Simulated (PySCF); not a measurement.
Compound: C₆H₉BOSi.
InChI=1S/C6H9BOSi/c9-8-7-5-3-1-2-4-6-7/h1-6H,9H3

Torsions of this conformer, `[SiH3:1][O:2][B:3]1[CH:4]=[CH:5][CH:6]=[CH:7][CH:8]=[CH:9]1`: Si1–O2–B3–C4 3°.

The closed-shell ground state was solved at several levels (PySCF, density fitting, gas phase, non-relativistic). Geometry: PBE0-D3(BJ)/def2-SVP, one conformer, isolated molecule.

```json
{"level": "PBE0/pcSseg-1", "basis functions": "205", "total energy (Eh)": "-623.1030", "HOMO (eV)": "-6.80", "LUMO (eV)": "-1.94", "gap (eV)": "4.86", "dipole (D)": "1.47"}
{"level": "wB97X-D/pcSseg-1", "basis functions": "205", "total energy (Eh)": "-623.5043", "HOMO (eV)": "-8.48", "LUMO (eV)": "-0.24", "gap (eV)": "8.24", "dipole (D)": "1.45"}
```

Task: What might B3LYP/def2-SVPD (259 basis functions) give for the same quantities?

Result: Total energy -623.3919 Eh, HOMO -6.61 eV, LUMO -2.14 eV, gap 4.47 eV, dipole 1.51 D.

Task: Over all these levels, which gives the widest orbital gap and which the narrowest?

Result: wB97X-D/pcSseg-1 (range-separated hybrid) has the widest, 8.24 eV, and B3LYP/def2-SVPD (global hybrid, 20 % exact exchange) the narrowest, 4.47 eV. Functional and basis both differ between the two, so the spread mixes both effects.

Task: How far do the dipole and the HOMO energy spread over the levels?

Result: The dipole runs from 1.45 to 1.51 D (mean 1.48 D) and the HOMO from -8.48 to -6.61 eV.

Note: wB97X-D ran without an empirical dispersion term, which enters the total energy and its gradient alone.
